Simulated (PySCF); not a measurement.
Ar⁺ (argon, charge +1) across methods

[Ne] 3s1 3p5 4s1, high-spin 4P determinant (an excited configuration). Calculation: PySCF 2.14, in dyall-acv3z (19s12p6d4f, 113 functions); the spin-free X2C one-electron Hamiltonian (Gaussian nucleus).

| method | E (hartree) | mean ε 3p α (eV) | mean ε 3p β (eV) | mean ε 4s α (eV) | Σ⟨r²⟩ (bohr²) | ⟨S²⟩ |
| --- | --- | --- | --- | --- | --- | --- |
| PBE | -527.4485 | -29.481 | -26.873 | -8.627 | 32.19 | 3.751 |
| PBEsol | -526.6980 | -29.423 | -26.811 | -8.665 | 32.22 | 3.751 |
| LDA | -526.0127 | -29.449 | -26.947 | -8.783 | 32.07 | 3.751 |
| HSE06 | -527.4801 | -31.130 | -27.834 | -8.888 | 32.26 | 3.752 |
| r2SCAN | -527.5831 | -30.336 | -27.195 | -8.701 | 32.66 | 3.753 |
| PBE0 | -527.4587 | -31.566 | -28.247 | -9.211 | 32.33 | 3.752 |
| revPBE | -527.5632 | -29.487 | -26.859 | -8.583 | 32.29 | 3.752 |

The outer electron is Rydberg-like, and this basis confines it to a smaller radius and binds it less than a complete one would.
